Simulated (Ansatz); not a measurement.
`[OH][Sn]([OH])([OH])[F]`. Charge 0, multiplicity 1. Correlated methods include outer-core shells of Sn, which these sets cover unevenly. Sn: def2 effective core potential.

Z-matrix (Å, degrees):
```
Sn
O 1 1.928
O 1 1.935 2 107.0
O 1 1.934 2 113.9 3 124.6
F 1 1.908 2 108.7 3 -119.9
H 2 0.962 1 112.1 3 7.9
H 3 0.961 1 113.6 2 161.1
H 4 0.962 1 111.9 2 105.6
```

(1) Give the diagnostics of a CCSD(T)/def2-TZVPP run (frozen core, Ansatz). (Best estimate.)

## Answers

(1) Computed: T1 = 0.0147, largest single amplitude 0.030, largest double 0.014, (T) share of the correlation energy 3.3 %, 10 CCSD cycles. The RHF solution is stable towards an unrestricted one. T1 lies under the customary mark of 0.02 for closed shells.
